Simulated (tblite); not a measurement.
C4H6ClF3Si.
Atom-mapped SMILES: `[CH2:1]=[C:2]([SiH2:3][CH2:4][Cl:5])[C:6]([F:7])([F:8])[F:9]` (hydrogens: H10, H11 on C1; H12, H13 on Si3; H14, H15 on C4)

Structure optimised with GFN2-xTB, isolated species.

Task: List the bond lengths, angles and torsions at this level.

Result: 
| bond | length (pm) | order |
| --- | --- | --- |
| C1=C2 | 132.5 | double |
| C2–Si3 | 189.3 | single |
| Si3–C4 | 190.9 | single |
| C4–Cl5 | 178.6 | single |
| C2–C6 | 149.3 | single |
| C6–F7, C6–F8 | 134.3 | single |
| C6–F9 | 134.9 | single |
| C1–H10 | 107.6 | single |
| C1–H11 | 107.9 | single |
| Si3–H12, Si3–H13 | 146.3 | single |
| C4–H14, C4–H15 | 108.6 | single |

Bonds in one row agree within 1 pm and their mean is given. Orders are formal, as drawn. A selection of angles:
| angle | degrees |
| --- | --- |
| C1–C2–Si3 | 128.3 |
| C1–C2–C6 | 119.9 |
| Si3–C2–C6 | 111.8 |
| C2–Si3–C4 | 108.2 |
| Si3–C4–Cl5 | 108.8 |
| C2–C6–F7 | 114.9 |
| C2–C6–F8 | 111.8 |
| F7–C6–F8 | 106.3 |

Torsions: C1–C2–Si3–C4 10° (synperiplanar); C2–Si3–C4–Cl5 -67° (synclinal); C1–C2–C6–F7 15° (synperiplanar). The mirror-image conformer, all signs reversed, is as good.

Of the pairs four or more bonds apart, F7···H11 is among the closest relative to their van der Waals radii: 2.42 Å, 91 % of the sum of Bondi's values. The 2 C–C bonds span 1.325 Å (C1=C2, drawn double) to 1.493 Å (C2–C6, drawn single), a spread of 0.168 Å. Si3 (SiH2 silicon) is distorted tetrahedral (angles from 108.2° to 113.1°).

Point group: C1 (no symmetry element, even within 0.4 Å). Its GFN2-xTB frequencies are all real (lowest 22 cm⁻¹). The numbers are those of one conformer. 3 starts were optimised and ended at 0.00, 0.43 and 0.64 kcal/mol (GFN2-xTB); the lowest of these is shown.

The numbers are calculated, not measured.
